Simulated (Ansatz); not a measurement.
## CCSD(T) forces

BH3TeS (SMILES B[Te]S), singlet, displaced at random from a GFN2-xTB minimum.

B1  (-0.834, 0.362, -0.829)
Te2  (-0.852, -0.808, 0.951)
S3  (1.432, -1.009, 1.163)
H4  (-1.715, 0.736, -1.050)
H5  (0.279, 0.513, -1.363)
H6  (1.881, 0.244, 1.519)
(Å)

Ansatz 0.2.0; basis: def2-TZVPP; cores frozen in the correlated methods. Filled d shells of the heavier atoms are correlated. Core potentials replace the inner electrons of the atoms past krypton. The def2 sets are not built for correlating such inner shells, so the correlated values are less sure here.

CCSD(T) forces from the calculation:
```json
{"atom": "B1", "Fx": "8.514", "Fy": "-3.449", "Fz (eV/Å)": "2.183"}
{"atom": "Te2", "Fx": "-1.231", "Fy": "0.661", "Fz (eV/Å)": "-0.325"}
{"atom": "S3", "Fx": "2.296", "Fy": "0.100", "Fz (eV/Å)": "0.391"}
{"atom": "H4", "Fx": "-7.648", "Fy": "3.392", "Fz (eV/Å)": "-2.466"}
{"atom": "H5", "Fx": "-1.198", "Fy": "-0.011", "Fz (eV/Å)": "0.416"}
{"atom": "H6", "Fx": "-0.733", "Fy": "-0.692", "Fz (eV/Å)": "-0.198"}
```

Root-mean-square difference of the force components from those of CCSD(T): PBE0-D4 0.081; wB97M-V 0.089; r2SCAN-D4 0.074; PBE-D4 0.148; BLYP-D4 0.255; wB97X-V 0.096 eV/Å.

The T1 diagnostic stays at or below 0.016. These are differences at one structure, and CCSD(T) in triple zeta is itself an approximation.

For scale, one of the runs: CCSD(T)/def2-TZVPP forces, 165 basis functions (an equivalent command: `ansatz run in.yaml --threads 4`). Hardware: 4 CPU threads, shared host. Wall time 2.5 min; peak host memory 2.6 GiB.
